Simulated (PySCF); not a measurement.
# Electronic absorption of C5H5FO2Si

Compound: C5H5FO2Si.
SMILES: `O=C(F)c1ccc([SiH3])o1`

Method: TDDFT PBE0/def2-SVPD, vertical, gas phase, core orbitals frozen in the response in PySCF 2.14.0, density-fitted response routines. The structure is a single GFN2-xTB conformer in the gas phase; no vibrational or solvent corrections. Torsions of this conformer, `[O:1]=[C:2]([F:3])[c:4]1[cH:5][cH:6][c:7]([SiH3:8])[o:9]1`: O1–C2–C4–C5 180°.

| state | E (eV) | λ (nm) | ν̃ (cm⁻¹) | f | main configurations (H = HOMO, L = LUMO) |
| --- | --- | --- | --- | --- | --- |
| S1 | 5.01 | 247.6 | 40380 | 0.462 | H→L (97%) |
| S2 | 5.20 | 238.4 | 41950 | 0.0001 | H-2→L (95%) |
| S3 | 5.97 | 207.7 | 48140 | 0.026 | H-1→L (80%), H→L+1 (17%) |
| S4 | 6.65 | 186.5 | 53630 | 0.0010 | H→L+2 (91%) |
| S5 | 6.77 | 183.2 | 54600 | 0.0034 | H-3→L (83%) |
| S6 | 6.98 | 177.6 | 56300 | 0.203 | H→L+1 (72%), H-1→L (15%) |
| S7 | 7.21 | 172.1 | 58110 | 0.0092 | H→L+4 (74%), H→L+3 (21%) |
| S8 | 7.29 | 170.1 | 58780 | 0.015 | H→L+3 (65%), H→L+4 (16%) |

Triplets, Tamm–Dancoff:

| state | E (eV) | λ (nm) | main configurations (H = HOMO, L = LUMO) |
| --- | --- | --- | --- |
| T1 | 3.18 | 390.2 | H→L (95%) |
| T2 | 4.74 | 261.5 | H-1→L (86%), H→L+1 (9%) |
| T3 | 4.75 | 260.9 | H-2→L (92%) |

The lowest singlet lies at 5.01 eV (248 nm, ultraviolet) and is strong; its leading configuration is HOMO→LUMO (97%). The lowest level is also the most intense of those listed (f = 0.462). Löwdin shares by element: HOMO carbon 72% or more (atoms not listed hold the other 28%); LUMO carbon 45% or more, oxygen 16% or more (atoms not listed hold the other 39%). Orbital energies (eV): HOMO-3 -10.33, HOMO-2 -9.19, HOMO-1 -9.11, HOMO -7.62, LUMO -2.17, LUMO+1 0.02, LUMO+2 0.15. The listed states span 2.28 eV, and the widest gap between neighbours is 0.77 eV (S2 to S3). Of the 8 states listed, 4 reach f = 0.01 and 1 stays under 0.0005. Singlets were solved by full linear response, triplets in the Tamm–Dancoff approximation.

Rough CPU time on one thread of a shared machine: about 1.9 min.
